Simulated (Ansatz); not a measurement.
Ideal-gas functions of FH4HfNO2, SMILES `[NH2][Hf]([OH])([OH])[F]` at 400 K and 1 bar, from an Ansatz frequency run at PBE0-D4/def2-TZVP.

Molar mass 247.52 g/mol, point group Cs (symmetry number 1), electronic degeneracy 1, moments of inertia 180.721, 183.089, 192.915 u Å². Harmonic wavenumbers (cm⁻¹, unscaled): 91, 129, 151, 160, 162, 171, 212, 221, 257, 293, 420, 514, 608, 629, 688, 708, 1547, 3574, 3664, 4027, 4030.

Use S(trans) = R[1.5 ln M + 2.5 ln T − 1.1517]; rotational temperatures θ = 24.2544 K / I; S(rot) = R[ln(√π/σ · √(T³/θAθBθC)) + 1.5]; for each mode x = 1.438777 ν̃/T, S = R[x/(eˣ − 1) − ln(1 − e⁻ˣ)] and H = RT x/(eˣ − 1); 1 cm⁻¹ = 0.0119627 kJ/mol; R = 8.31446 J/(mol·K).

**Question.** By hand: the entropy, in J/(mol·K).

**Answer.** Translation 183.7. Rotation: θ = 0.1342, 0.1325, 0.1257 K, giving 117.3. Vibration, mode by mode: 17.64, 14.77, 13.49, 13.02, 12.92, 12.49, 10.77, 10.44, 9.26, 8.25, 5.63, 4.30, 3.29, 3.10, 2.62, 2.48, 0.21, 0.00, 0.00, 0.00, 0.00, in all 144.7. Electronic 0.0. Sum 445.7 J/(mol·K).

**Question.** By hand: H − E and G − E in kJ/mol, counted from the electronic energy.

**Answer.** Zero-point energy ½ × 22256 × 0.0119627 = 133.1; thermal vibration 29.5; translation, rotation and pV give 4 RT = 13.3. H − E = 175.9 kJ/mol, and G − E = 175.9 − 400 × 445.7/1000 = -2.4 kJ/mol.

Vibration gives 32 % of the entropy, 32.4 J/(mol·K) of it from the modes under 150 cm⁻¹: soft modes count most, and the harmonic formula is weakest for them. The sum counts one conformer and one mirror image; others add a mixing term.
